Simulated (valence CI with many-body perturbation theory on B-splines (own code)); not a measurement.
**Zr⁷⁺: E2, E3, M1, M2 decay**

Calculated by relativistic CI+MBPT: five valence electrons over a frozen Dirac-Fock core [Ar] 3d10, radial functions for each j: 9 s, 9 p, 8 d, 6 f, 3 g, 1 h, with the one-electron correlation potential Σ1 (screened to all orders), the two-electron term Σ2, the three-electron term Σ3, Breit, model QED; selected single and double excitations, second order for the rest, scaled by the run's own slope (own B-spline code, finite nucleus).

No measured spectrum was set against this ion. As an estimate, levels hold to about 250 cm⁻¹ or 0.2 % of their energy and the worst to 1 %, as in measured heavy ions of charge 2 to 7; those with d or f electrons hold less well. Among the levels kept, up to 800 cm⁻¹ of a level comes from second order outside the variational space, and about a tenth of that is noise between levels of different J, which matters for small intervals.

Lines 1 to 20 of 20 in falling wavelength, among levels below 463360 cm⁻¹, chosen from the decays that carry over 1 % of a level's rate. Wavelengths and rates use the calculated energies, so an error of 600 cm⁻¹ moves a line at 627.5 nm by 3.8 % and its rate by three times that or more. Electric multipoles are in the length gauge, E1 and E2 with the static RPA response of the core. Weak lines are less certain than strong ones. Lines between different terms over intervals too small for the method are left out, as are lines whose strength nearly cancels. Branching is blank where the lifetime is uncertain.

Names give the largest LS component (configuration and term), which can be under half, so a name can repeat, a term be missing and a line seem to break the LS rules; names also repeat where a configuration has a term twice.

| λ vac (nm) | Upper | Lower | Type | A (s⁻¹) | Branch % |
| --- | --- | --- | --- | --- | --- |
| 1734 | 4s2 4p3 2D°_5/2 | 4s2 4p3 2D°_3/2 | M1 | 1.66e+00 | 27.3 |
| 1493 | 4s2 4p2 4d 4F_9/2 | 4s2 4p2 4d 4F_7/2 | M1 | 6.88e+00 |  |
| 1088 | 4s2 4p3 2P°_3/2 | 4s2 4p3 2P°_1/2 | M1 | 5.41e+00 | 1.3 |
| 627.5 | 4s2 4p2 4d 2G_9/2 | 4s2 4p2 4d 4D_7/2 | M1 | 5.18e+00 | 2.7 |
| 429.3 | 4s2 4p3 2P°_1/2 | 4s2 4p3 2D°_3/2 | M1 | 3.43e+01 | 19.6 |
| 429.1 | 4s2 4p3 2D°_3/2 | 4s2 4p3 4S°_3/2 | M1 | 5.44e+01 | 99.9 |
| 374.3 | 4s2 4p3 2P°_3/2 | 4s2 4p3 2D°_5/2 | M1 | 5.80e+01 | 13.6 |
| 344.0 | 4s2 4p3 2D°_5/2 | 4s2 4p3 4S°_3/2 | M1 | 4.17e+00 | 68.7 |
| 344.0 | 4s2 4p3 2D°_5/2 | 4s2 4p3 4S°_3/2 | E2 | 2.44e-01 | 4.0 |
| 326.4 | 4s2 4p2 4d 2G_9/2 | 4s2 4p2 4d 4F_9/2 | M1 | 7.23e+01 | 37.1 |
| 307.9 | 4s2 4p3 2P°_3/2 | 4s2 4p3 2D°_3/2 | M1 | 1.94e+02 | 45.6 |
| 267.8 | 4s2 4p2 4d 2G_9/2 | 4s2 4p2 4d 4F_7/2 | M1 | 5.43e+01 | 27.9 |
| 214.6 | 4s2 4p3 2P°_1/2 | 4s2 4p3 4S°_3/2 | M1 | 1.39e+02 | 79.4 |
| 179.3 | 4s2 4p3 2P°_3/2 | 4s2 4p3 4S°_3/2 | M1 | 1.65e+02 | 38.7 |
| 129.2 | 4s2 4p2 4d 4F_9/2 | 4s 4p4 2D_5/2 | E2 | 1.46e+00 |  |
| 92.58 | 4s2 4p2 4d 2G_9/2 | 4s 4p4 2D_5/2 | E2 | 2.78e+01 | 14.3 |
| 80.86 | 4s2 4p2 4d 4F_9/2 | 4s 4p4 4P_5/2 | E2 | 4.50e+01 |  |
| 64.80 | 4s2 4p2 4d 2G_9/2 | 4s 4p4 4P_5/2 | E2 | 2.93e+01 | 15.1 |
| 35.37 | 4s2 4p2 4d 4F_9/2 | 4s2 4p3 2D°_5/2 | M2 | 2.69e+01 |  |
| 32.07 | 4s2 4p2 4d 4F_9/2 | 4s2 4p3 4S°_3/2 | E3 | 1.58e+00 |  |
